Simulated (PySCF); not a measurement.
Species: C3H8O3Si.
Structure used (PBE0-D3(BJ)/def2-SVP), in Å, numbered top down from 1:
```
atom  x, y, z in Å
C1    -2.807    0.747   -0.075
O2    -1.718   -0.086   -0.352
Si3   -0.799   -0.951    0.718
O4     0.748   -0.980    0.125
C5     1.454    0.162   -0.264
C6     2.686   -0.242   -1.040
O7     3.509    0.539   -1.428
H8    -2.703    1.266    0.896
H9    -2.884    1.511   -0.864
H10   -3.755    0.180   -0.059
H11   -0.867   -0.265    2.047
H12   -1.203   -2.376    0.815
H13    0.849    0.824   -0.912
H14    1.780    0.770    0.602
H15    2.757   -1.346   -1.225
```

Linear response at wB97X-D/def2-SVPD (PySCF, frozen core in the response, non-relativistic).

Static isotropic polarisability: 72.70 au (10.77 Å³), principal values 61.4, 71.6, 85.2 au.

(1) What is the polarisability at 1064 nm and at the sodium D line?

(2) What is the isotropic C6 coefficient between two such molecules, C6 = (3/π)∫α(iω)² dω?

(3) Which effective excitation energy ω̄ makes London's formula C6 = (3/4)α²ω̄ exact here?

(4) What three-body coefficient follows from the one-pole estimate C9 = (3/4)·α·C6?

(5) How anisotropic is the static polarisability, by Δα² = ½[(α1 − α2)² + (α2 − α3)² + (α3 − α1)²]?

(6) What n − 1 at the D line would an ideal gas of it have at 273.15 K and 1 atm (2.6868 × 10¹⁹ cm⁻³), by n − 1 = 2π·N·α′?

(7) What molar refraction at the D line follows from R = (4π/3)·N_A·α′, with α′ the polarisability volume?

(8) How many electrons N does the Slater–Kirkwood formula C6 = (3/4)·√N·α^(3/2) need to give this C6?

## Answers

(1) 73.23 au at 1064 nm (+0.7 %), 74.48 au at 589.3 nm (+2.4 %). The rise at 589.3 nm is 3.34 times that at 1064 nm; a pure ω² law gives 3.26. The lowest singlet lies at 288 nm, shorter than both wavelengths.

(2) 2287 au (Eh·bohr⁶) by a ten-point quadrature over imaginary frequencies, which is 1370 eV·Å⁶ or 132 J·nm⁶/mol.

(3) ω̄ = 4·C6/(3α²) = 0.577 Eh = 15.7 eV. A one-pole form α(ω) = α/(1 − ω²/ω̄²) fitted to the 1064 nm value gives 13.7 eV.

(4) 125000 au. This is an estimate from the two numbers above, not a computed integral.

(5) Δα = 20.7 au, or 0.28 of the isotropic value.

(6) 18.63 × 10⁻⁴, a formal value whether or not that pressure can be reached.

(7) α′ = 11.04 Å³ gives R = 27.84 cm³/mol, for isolated, non-vibrating species.

(8) N = (4·C6/3)²/α³ = 24.2; the species has 64 electrons in all.

One conformer stands for the species.

wB97X-D is run here without its empirical dispersion term; that term would change no orbital, density or response property at a fixed geometry.
